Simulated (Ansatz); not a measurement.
```yaml
crystal:
  periodic: [false, false, false]
  atoms:
    - {symbol: N, position_ang: [-1.397572, 1.105961, -0.334770]}
    - {symbol: Si, position_ang: [0.039069, -0.025678, -0.095511]}
    - {symbol: N, position_ang: [0.170790, -1.015470, 1.323900]}
    - {symbol: N, position_ang: [0.419055, -0.900256, -1.279935]}
    - {symbol: Cl, position_ang: [1.984580, 1.245060, 0.464662]}
    - {symbol: H, position_ang: [-1.098456, 1.685941, -0.453866]}
    - {symbol: H, position_ang: [-2.065015, 0.927205, 0.357559]}
    - {symbol: H, position_ang: [0.213140, -0.581079, 2.220058]}
    - {symbol: H, position_ang: [-0.092445, -1.762332, 1.355347]}
    - {symbol: H, position_ang: [0.126738, -0.527410, -2.201580]}
    - {symbol: H, position_ang: [1.429358, -1.032039, -1.535161]}
basis:
  gaussian: {orbitals: pcseg-2, final_grid: {core_spheres: 1, valence_spheres: 1, degree: 5}}
hamiltonian: {xc: {name: wB97M-V}}
```

```sh
$ ansatz run in.yaml --threads 4 --pin off --events-out ev --progress --plain --max-ram 10444MiB
```

Output, abridged:

```
Functional definition: wB97M-V
1296 factors; their error is unknown
291 factors; integrals over basis functions are off by at most 4.8e-5 eV
mean field evaluation 1: about -24947.8181 eV, gradient 9.2e1 eV
mean field evaluation 2: about -24950.3990 eV, gradient 8.1e1 eV
mean field evaluation 4: about -24962.6327 eV, gradient 2.0e0 eV
mean field evaluation 8: about -24945.2075 eV, gradient 1.7e1 eV
mean field evaluation 16: about -24945.8429 eV, gradient 3.0e-3 eV
mean field -24945.84291163 eV, -916.7428181028 hartree, gradient 5.8e-5 eV, S^2 0.000000; 0 other end points of the search recorded, 0 dependent functions left out
reference -24945.84309837 eV, -916.7428249653 hartree; 29, 29 occupied and 213, 213 virtual orbitals, 1296 factors
Total energy: -24945.84309837 eV, -916.7428249653 hartree
```

**Question.** Something in this input is off. What?

**Answer.** The integration grid is far too coarse. The calculation finished and met its thresholds. The result belongs to that input, not to the molecule as meant.
